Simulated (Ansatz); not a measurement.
Reaction (ligand exchange at the Si–S bond): `O[SiH](O)S[SiH](O)F` + NH₃ → `N[SiH](O)F` + `O[SiH](O)S`

Gas-phase electronic energies from Ansatz, PBE0-D4/def2-TZVP geometries. CCSD(T)/CBS adds triple-zeta CCSD(T) − MP2 to the extrapolated MP2 energy (def2 sets, frozen cores). This one scheme is used for every species. DFT in def2-TZVPP. B3LYP here is the variant with VWN-RPA as its local correlation; programs differ in this. One conformer a species, not always the lowest.

`O[SiH](O)S[SiH](O)F`:

Z-matrix (Å, degrees):
```
Si
O 1 1.647
S 1 2.134 2 111.6
O 1 1.631 2 108.3 3 -118.3
H 1 1.473 2 104.2 3 120.4
H 2 0.961 1 116.3 3 75.4
Si 3 2.138 1 98.4 2 54.9
H 4 0.958 1 118.9 2 149.2
O 7 1.618 3 112.3 1 -42.5
F 7 1.592 3 108.4 1 79.1
H 7 1.470 3 108.5 1 -164.6
H 9 0.967 7 117.8 3 25.0
```

NH₃:

Cartesian coordinates in Å:
```
N 0.218 0.039 -0.174
H 0.327 0.560 0.688
H -0.653 0.337 -0.594
H 0.108 -0.935 0.080
```

`N[SiH](O)F`:

Z-matrix (Å, degrees):
```
Si
O 1 1.629
F 1 1.596 2 112.6
N 1 1.699 2 110.7 3 116.3
H 1 1.474 2 104.5 3 -115.6
H 2 0.959 1 117.0 3 -71.5
H 4 1.007 1 120.5 2 -153.1
H 4 1.006 1 121.6 2 56.5
```

`O[SiH](O)S`:

Z-matrix (Å, degrees):
```
Si
O 1 1.629
S 1 2.137 2 115.3
O 1 1.641 2 106.1 3 -122.0
H 1 1.476 2 107.0 3 115.4
H 2 0.959 1 117.6 3 88.8
H 3 1.345 1 94.4 2 -64.7
H 4 0.959 1 116.5 2 161.4
```

```json
{"level": "PBE-D4", "ΔE (kcal/mol)": "4.9", "difference from CCSD(T)/CBS": "2.9"}
{"level": "r2SCAN-D4", "ΔE (kcal/mol)": "3.1", "difference from CCSD(T)/CBS": "1.1"}
{"level": "B3LYP-D4", "ΔE (kcal/mol)": "2.5", "difference from CCSD(T)/CBS": "0.5"}
{"level": "ωB97X-V", "ΔE (kcal/mol)": "1.9", "difference from CCSD(T)/CBS": "-0.1"}
{"level": "PBE", "ΔE (kcal/mol)": "3.0", "difference from CCSD(T)/CBS": "1.0"}
{"level": "PBE0", "ΔE (kcal/mol)": "2.1", "difference from CCSD(T)/CBS": "0.1"}
{"level": "B3LYP", "ΔE (kcal/mol)": "-0.6", "difference from CCSD(T)/CBS": "-2.6"}
{"level": "CCSD(T)/def2-TZVPP", "ΔE (kcal/mol)": "1.4", "difference from CCSD(T)/CBS": "-0.6"}
{"level": "HF/def2-QZVPP", "ΔE (kcal/mol)": "-4.2", "difference from CCSD(T)/CBS": "-6.2"}
{"level": "MP2/def2-QZVPP", "ΔE (kcal/mol)": "2.7", "difference from CCSD(T)/CBS": "0.7"}
{"level": "CCSD(T)/CBS", "ΔE (kcal/mol)": "2.0", "difference from CCSD(T)/CBS": "0"}
```

Largest T1 diagnostic among the species: 0.012.

From PBE to PBE0 (25 % exact exchange), in def2-TZVPP and without D4, ΔE moves by −0.9 kcal/mol. The D4 term adds +3.1 kcal/mol with B3LYP and +1.7 kcal/mol with PBE0; it sums over pairs of atoms, weighted by their polarisabilities, and B3LYP, whose exchange is more repulsive, gets the larger term. In def2-TZVPP, CCSD(T) changes the Hartree–Fock value by +5.4 kcal/mol (the triples alone add +1.3 kcal/mol) and MP2 by +6.4 kcal/mol.
